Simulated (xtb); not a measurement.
C6H12BO2 (SMILES [CH2]C1(C)OBOC1(C)C), doublet, geometry from GFN2-xTB. Base run: GFN2-xTB run with xtb.

The xtb input:
```
$ xtb mol.xyz --gfn 2 --uhf 1 --json

# file mol.xyz
21

C      1.44959450     0.82454073     1.18004454
C      0.84039742     0.07257958     0.07722449
C      1.57084360     0.38069637    -1.24260035
O      0.94803419    -1.33243616     0.30646091
B     -0.24183883    -1.92340542     0.05234856
O     -1.22885497    -1.04066680    -0.23569217
C     -0.74473802     0.28150521    -0.04420660
C     -1.19824721     1.16724967    -1.19847253
C     -1.32339271     0.80991603     1.27273755
H      1.75594365     1.84015427     1.03007634
H      1.64050784     0.34547067     2.11816018
H      1.51484983     1.43821463    -1.47961783
H      1.14386995    -0.20613017    -2.05177633
H      2.61403005     0.09576786    -1.12779262
H     -0.40040421    -3.07405300     0.07233844
H     -2.28347910     1.23772149    -1.17498475
H     -0.77957176     2.16445196    -1.09655207
H     -0.91012165     0.74628590    -2.15655958
H     -1.02107162     0.16771672     2.09614680
H     -0.97596726     1.82207993     1.46095844
H     -2.40957049     0.80524515     1.21334732
```

Variants of this job, named by their change:

```csv
change,ΔE vs base (kcal/mol),dipole (D),G_solv (kcal/mol),SCF cycles
base,0.000,2.49,-,12
acc = 0.0001,0.000,2.49,-,20
gbsa = toluene,-6.97,2.91,-7.25,12
file = coord,0.000,2.49,-,12
alpb = thf,-7.96,3.01,-8.42,12
acc = 0.1,0.000,2.49,-,14
acc = 1000,0.001,2.48,-,7
```

ALPB and GBSA are two models with their own fitted parameters for each solvent, which aren't always the measured dielectric constant.
